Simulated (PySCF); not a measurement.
## Excitation energy of Co²⁺ by level of theory

Co²⁺ [Ar] 3d7 (4F) → Co²⁺ [Ar] 3d6 4p1 (high-spin determinant), as a difference of total energies. Calculation: PySCF 2.14, in aug-cc-pVTZ-DK (8s7p5d3f2g, 93 functions); the spin-free X2C one-electron Hamiltonian (Gaussian nucleus). Correlated levels: valence: [Ar] frozen. The calculations carry no spin-orbit coupling.

```
           method  excitation energy (eV)
              UHF                  10.659
              LDA                  12.263
              PBE                  12.142
             PBE0                  12.008
           r2SCAN                  12.010
          LC-wPBE                  12.491
          r2SCANh                  11.975
            B3LYP                  12.190
            HSE06                  11.984
    MP2 (valence)                  12.131
SCS-MP2 (valence)                  12.425
```

Problem. How much does correlation contribute at MP2 (valence)?

Solution. 12.131 − (10.659) = 1.472 eV, measured against UHF.

A first-order spin-orbit estimate (lowest level to lowest level, LS coupling) adds 0.067 eV.

The determinant of the upper state mixes LS terms, which raises its energy above the lowest term, most at the Hartree-Fock and MP2 levels.
